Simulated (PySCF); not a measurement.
Task: Write a Z-matrix for InChI=1S/C8H12/c1-2-3-5-8-6-4-7-8/h2-3,5,8H,1,4,6-7H2/b5-3+ as optimised with PBE0-D3(BJ)/def2-SVP.

Result: 
Z-matrix in Å and degrees, rows numbered from 1:
```
C 
C   1  1.3410
C   2  1.4517  1  124.55
C   3  1.3443  2  124.19  1  -179.91
C   4  1.4834  3  125.62  2   179.54
C   5  1.5506  4  119.38  3   129.78
C   6  1.5386  5   88.82  4   141.74
C   7  1.5384  6   88.17  5   -19.80
H   1  1.0945  2  121.31  3     0.00
H   1  1.0923  2  121.58  3   179.97
H   2  1.0970  1  119.19  3  -179.95
H   3  1.0975  2  116.82  1    -0.00
H   4  1.0993  3  118.45  2    -0.13
H   5  1.1025  4  109.92  3     1.84
H   6  1.1020  5  110.63  4    29.18
H   6  1.1004  5  117.54  4   -95.93
H   7  1.1000  6  117.99  5  -140.81
H   7  1.1010  6  111.64  5    92.80
H   8  1.1020  5  110.64  4   -29.44
H   8  1.1004  5  117.47  4    95.64
```

Of the pairs four or more bonds apart, H12···H14 is among the closest relative to their van der Waals radii: 2.41 Å, 100 % of the sum of Bondi's values. The 8 C–C bonds span 1.341 Å (C1=C2, drawn double) to 1.551 Å (C5–C8, drawn single), a spread of 0.210 Å. The 4-membered ring C5–C6–C7–C8 has internal angles of 87.3° to 88.8°; it is puckered, 0.13 Å rms from its mean plane, widest ring torsion 20°.

Computed, not measured: PBE0-D3(BJ)/def2-SVP geometry optimisation, gas phase (PySCF).

Point group: near Cs, missed by 0.08 Å at most; the miss may be what the optimiser left on a soft mode. Whether it is a minimum is left open (no frequencies). The numbers are those of one conformer (C1–C2–C3–C4 180°, C3–C4–C5–C6 130°, C4–C5–C6–C7 142°, C5–C6–C7–C8 -20°, C6–C7–C8–C5 20°, C4–C5–C8–C7 -142°).
